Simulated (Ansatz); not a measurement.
`O=C[SiH](F)[SiH3]` → `O=C[SiH2]F` + `[SiH2]`  (silylene loss)

Program: Ansatz. Geometries: PBE0-D4/def2-TZVP. ΔE: electronic, gas phase. CCSD(T)/CBS adds triple-zeta CCSD(T) − MP2 to the extrapolated MP2 energy (def2 sets, frozen cores). This one scheme is used for every species. Functionals use def2-TZVPP. B3LYP here is the variant with VWN-RPA as its local correlation; programs differ in this. One conformer a species, not always the lowest.

`O=C[SiH](F)[SiH3]`:

Cartesian coordinates in Å:
```
O -1.340 0.914 -1.846
C -0.835 1.452 -0.891
Si 0.666 0.613 -0.035
F 1.111 1.516 1.218
Si 0.062 -1.541 0.664
H -1.246 2.418 -0.513
H 1.779 0.605 -1.018
H -0.304 -2.340 -0.533
H 1.206 -2.182 1.365
H -1.099 -1.457 1.588
```

`O=C[SiH2]F`:

Z-matrix (Å, degrees):
```
Si
C 1 1.917
F 1 1.600 2 109.7
H 1 1.480 2 108.6 3 -119.1
H 1 1.480 2 108.7 3 119.2
O 2 1.206 1 117.9 3 -180.0
H 2 1.115 1 122.0 3 -0.0
```

`[SiH2]`:

Z-matrix (Å, degrees):
```
Si
H 1 1.525
H 1 1.525 2 91.2
```

```csv
level,ΔE (kcal/mol),difference from CCSD(T)/CBS
PBE0-D4,61.1,5.4
ωB97M-V,54.1,-1.6
B2PLYP,54.4,-1.3
PBE,58.3,2.6
r2SCAN,61.7,6.0
B3LYP,52.6,-3.1
CCSD(T)/def2-TZVPP,54.0,-1.7
HF/def2-QZVPP,49.3,-6.4
MP2/CBS(def2),58.9,3.2
CCSD/CBS(def2),54.4,-1.3
CCSD(T)/CBS,55.7,0
```

Largest T1 diagnostic among the species: 0.015.

In def2-TZVPP, CCSD(T) changes the Hartree–Fock value by +4.7 kcal/mol (the triples alone add +1.3 kcal/mol) and MP2 by +7.9 kcal/mol. The D4 term adds +3.1 kcal/mol with B3LYP and +1.7 kcal/mol with PBE0; it sums over pairs of atoms, weighted by their polarisabilities, and B3LYP, whose exchange is more repulsive, gets the larger term. From PBE to PBE0 (25 % exact exchange), in def2-TZVPP and without D4, ΔE moves by +1.0 kcal/mol.
